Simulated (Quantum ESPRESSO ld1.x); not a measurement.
Charge is removed step by step from the 4s1/2 level of Mo2+, starting from [Kr] 4d4. Method: Dirac Kohn-Sham, revPBE, spin-unpolarised, spherical densities, point nucleus; open shells fill j = l - 1/2 first; computed with ld1.x of Quantum ESPRESSO 7.5.

removed (e)	E - E(0) (eV)	eigenvalue (eV)	E minus straight line (eV)
0	0.000	-82.508	0.000
0.125	10.433	-84.418	-0.864
0.25	21.106	-86.356	-1.487
0.375	32.023	-88.320	-1.866
0.5	43.187	-90.308	-1.999
0.625	54.601	-92.320	-1.881
0.75	66.268	-94.354	-1.510
0.875	78.190	-96.410	-0.884
1	90.371	-98.485	0.000

Removing the whole electron costs 90.371 eV by Delta-SCF, against 82.508 eV from minus the eigenvalue at the starting occupation. Slater's transition state (half an electron removed) gives 90.308 eV. Integrating minus the eigenvalue over the occupation (Janak's theorem) gives 90.371 eV. The mean slope of the eigenvalue, de/dn, is 16.0 eV per electron.
